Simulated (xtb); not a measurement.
Job for xtb: GFN2-xTB on H (SMILES [H]).

```
$ xtb mol.xyz --gfn 2 --sp --chrg 0 --uhf 1
1

H      0.00000000     0.00000000     0.00000000
```

It printed:

```
[...]
           -------------------------------------------------
          |                Calculation Setup                |
           -------------------------------------------------



           -------------------------------------------------
          |                 G F N 2 - x T B                 |
           -------------------------------------------------

        Reference                      10.1021/acs.jctc.8b01176
      * Hamiltonian:
        H0-scaling (s, p, d)           1.850000    2.230000    2.230000
        zeta-weighting                 0.500000
      * Dispersion:
        s8                             2.700000
        a1                             0.520000
        a2                             5.000000
        s9                             5.000000
      * Repulsion:
        kExp                           1.500000    1.000000
        rExp                           1.000000
      * Coulomb:
        alpha                          2.000000
        third order                    shell-resolved
        anisotropic                    true
        a3                             3.000000
        a5                             4.000000
        cn-shift                       1.200000
        cn-exp                         4.000000
        max-rad                        5.000000


          ...................................................
          :                      SETUP                      :
          :.................................................:
          :  # basis functions                   1          :
          :  # atomic orbitals                   1          :
          :  # shells                            1          :
          :  # electrons                         1          :
          :  max. iterations                   250          :
          :  Hamiltonian                  GFN2-xTB          :
          :  restarted?                      false          :
          :  GBSA solvation                  false          :
          :  PC potential                    false          :
          :  electronic temp.          300.0000000     K    :
          :  accuracy                    1.0000000          :
          :  -> integral cutoff          0.2500000E+02      :
          :  -> integral neglect         0.1000000E-07      :
          :  -> SCF convergence          0.1000000E-05 Eh   :
          :  -> wf. convergence          0.1000000E-03 e    :
          :  Broyden damping             0.4000000          :
          :  net charge                          0          :
          :  unpaired electrons                  1          :
          ...................................................

 iter      E             dE          RMSdq      gap      omega  full diag
   1     -0.3934828 -0.393483E+00  0.285E-16    0.00       0.0  T
   2     -0.3934828  0.000000E+00  0.228E-16    0.00       0.0  T
   3     -0.3934828  0.000000E+00  0.175E-16    0.00       0.0  T

   *** convergence criteria satisfied after 3 iterations ***

         #    Occupation            Energy/Eh            Energy/eV
      -------------------------------------------------------------
         1        1.0000           -0.3934828             -10.7072 (HOMO)
      -------------------------------------------------------------
                  HL-Gap            0.3934828 Eh           10.7072 eV
             Fermi-level                  NaN Eh               NaN eV

 SCC (total)                   0 d,  0 h,  0 min,  0.001 sec
 SCC setup                      ...        0 min,  0.000 sec ( 16.195%)
 Dispersion                     ...        0 min,  0.000 sec (  2.593%)
 classical contributions        ...        0 min,  0.000 sec (  0.655%)
Note: The following floating-point exceptions are signalling: IEEE_INVALID_FLAG IEEE_DENORMAL
normal termination of xtb
 integral evaluation            ...        0 min,  0.000 sec (  4.926%)
 iterations                     ...        0 min,  0.001 sec ( 60.372%)
 molecular gradient             ...        0 min,  0.000 sec (  8.734%)
 printout                       ...        0 min,  0.000 sec (  5.416%)

         :::::::::::::::::::::::::::::::::::::::::::::::::::::
         ::                     SUMMARY                     ::
         :::::::::::::::::::::::::::::::::::::::::::::::::::::
         :: total energy              -0.393482763936 Eh    ::
         :: gradient norm              0.000000000000 Eh/a0 ::
         :: HOMO-LUMO gap              0.000000000000 eV    ::
         ::.................................................::
         :: SCC energy                -0.393482763936 Eh    ::
         :: -> isotropic ES            0.000000000000 Eh    ::
         :: -> anisotropic ES          0.000000000000 Eh    ::
         :: -> anisotropic XC          0.000000000000 Eh    ::
         :: -> dispersion              0.000000000000 Eh    ::
         :: repulsion energy           0.000000000000 Eh    ::
         :: add. restraining           0.000000000000 Eh    ::
         :: total charge              -0.000000000000 e     ::
         :::::::::::::::::::::::::::::::::::::::::::::::::::::

           -------------------------------------------------
          |                Property Printout                |
           -------------------------------------------------

    * Orbital Energies and Occupations

         #    Occupation            Energy/Eh            Energy/eV
      -------------------------------------------------------------
         1        1.0000           -0.3934828             -10.7072 (HOMO)
      -------------------------------------------------------------
                  HL-Gap            0.3934828 Eh           10.7072 eV
             Fermi-level                  NaN Eh               NaN eV

     #   Z          covCN         q      C6AA      α(0)
     1   1 H        0.000    -0.000     7.620     5.048

 Mol. C6AA /au·bohr⁶  :          7.620475
 Mol. C8AA /au·bohr⁸  :         92.118965
 Mol. α(0) /au        :          5.047619


Wiberg/Mayer (AO) data.
largest (>0.10) Wiberg bond orders for each atom

 ---------------------------------------------------------------------------
     #   Z sym  total        # sym  WBO       # sym  WBO       # sym  WBO
 ---------------------------------------------------------------------------
     1   1 H    0.000
 ---------------------------------------------------------------------------


molecular dipole:
                 x           y           z       tot (Debye)
 q only:        0.000       0.000       0.000
   full:        0.000       0.000       0.000       0.000
molecular quadrupole (traceless):
                xx          xy          yy          xz          yz          zz
 q only:        0.000       0.000       0.000       0.000       0.000       0.000
  q+dip:        0.000       0.000       0.000       0.000       0.000       0.000
   full:        0.000       0.000       0.000       0.000       0.000       0.000


           -------------------------------------------------
          | TOTAL ENERGY               -0.393482763936 Eh   |
          | GRADIENT NORM               0.000000000000 Eh/α |
          | HOMO-LUMO GAP              10.707211000000 eV   |
           -------------------------------------------------

------------------------------------------------------------------------
------------------------------------------------------------------------
 total:
 SCF:
```

The run finished.

Cost: roughly 0.05 core-seconds.
